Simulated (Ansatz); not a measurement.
System: BiF2 (charge 0, doublet). It need not be the lowest isomer of its formula. 
Geometry from a B3LYP-D3(BJ)/def2-TZVP (Ansatz, a quantum-chemistry and plane-wave program) optimisation:
```xyz
3

Bi    -0.1218    -0.0876     0.1883
F     -0.3250     1.6223    -0.8748
F      1.4481    -0.8140    -0.8620
```
Charge 0, spin multiplicity 2.

Problem. Give the harmonic wavenumbers at B3LYP-D3(BJ)/def2-TZVP (Ansatz, finite differences of forces, unscaled).

Solution. 166, 547, 566 cm⁻¹. Zero-point energy 1.8 kcal/mol.

Problem. From these and the geometry, give the ideal-gas thermochemistry at 298.15 K and 1 atm (rigid rotor, harmonic oscillator).

Solution. Point group C2v, rotational symmetry number 2. Rotational constants 8.611, 5.86, 3.487 GHz. S(trans) 42.41, S(rot) 23.64, S(vib) 3.55, S(elec, spin only) 1.38, S 71.0 cal/(mol K). H(298) - H(0) 2.99 kcal/mol; G - E(el) -16.3 kcal/mol.
